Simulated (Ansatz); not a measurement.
The molecule MgS, closed-shell singlet (the spin of the measured ground state).

Constants: fifth-degree fit in 1/R to seven points, most abundant isotopes. Runs in def2 and cc sets follow the lowest solution found near the PBE0 minimum. The singlet is held restricted.

Correlated levels freeze the inner cores; with def2 sets outer-core shells near the valence are correlated too.

Codes used: Ansatz (a quantum-chemistry and plane-wave program) with Gaussian orbitals. Values without a source in brackets are computed.

Doubts at one or more of the structures used: a restricted determinant that unrestricted orbitals would lower (B2PLYP/def2-TZVPP, CCSD(T)/def2-TZVPP, CCSD(T)/def2-QZVPP).

Quantity: ω_e, from seven points a level.

Costs are ratios of core time to PBE/def2-TZVPP (roughly 6 s), for whole runs (searches for the state included, and forces where a run took them) on one shared machine, so rough; each error counts from the measured 528.74 cm⁻¹ [Irikura, J. Phys. Chem. Ref. Data 36, 389 (2007)].

| level | basis functions | cost | error (cm⁻¹) |
|---|---|---|---|
| SVWN5/def2-TZVPP | 74 | ×0.8 | 14 |
| PBE/def2-TZVPP | 74 | ×1 | -3 |
| B3LYP/def2-TZVPP | 74 | ×1 | 0 |
| PBE0/def2-TZVPP | 74 | ×1 | 17 |
| CAM-B3LYP/def2-TZVPP | 74 | ×2 | 20 |
| B2PLYP/def2-TZVPP | 74 | ×2 | 7 |
| r2SCAN/def2-TZVPP | 74 | ×2 | 22 |
| CCSD(T)/def2-TZVPP | 74 | ×3 | -10 |
| B97M-V/def2-TZVPP | 74 | ×3 | 25 |
| wB97X-V/def2-TZVPP | 74 | ×3 | 34 |
| wB97M-V/def2-TZVPP | 74 | ×4 | 19 |
| CCSD(T)/def2-QZVPP | 133 | ×10 | 2 |

What the step from CCSD(T)/def2-TZVPP to CCSD(T)/def2-QZVPP costs and buys: 74 to 133 functions, cost ×5 (rough); the error goes from -10 to 2 cm⁻¹.
